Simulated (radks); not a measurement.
The numbers below are computed, except where a source is named.
Charge is removed step by step from the 2s down level of the bromine ion Br29+, starting from [He] 2s(up 1, down 1) 2p2. Level of theory: scalar-relativistic Kohn-Sham, PBE, spin-polarised, spherical densities, point nucleus; open shells are filled with parallel spins first (a radial shooting solver on a logarithmic mesh with Libxc functionals).

| removed (e) | E - E(0) (eV) | eigenvalue (eV) |
|---|---|---|
| 0 | 0.000 | -3388.8 |
| 0.125 | 424.42 | -3402.6 |
| 0.25 | 850.55 | -3416.2 |
| 0.375 | 1278.4 | -3429.5 |
| 0.5 | 1707.8 | -3442.6 |
| 0.625 | 2138.9 | -3455.2 |
| 0.75 | 2571.6 | -3467.5 |
| 0.875 | 3005.7 | -3479.4 |

The mean slope of the eigenvalue, de/dn, is 104 eV per electron.
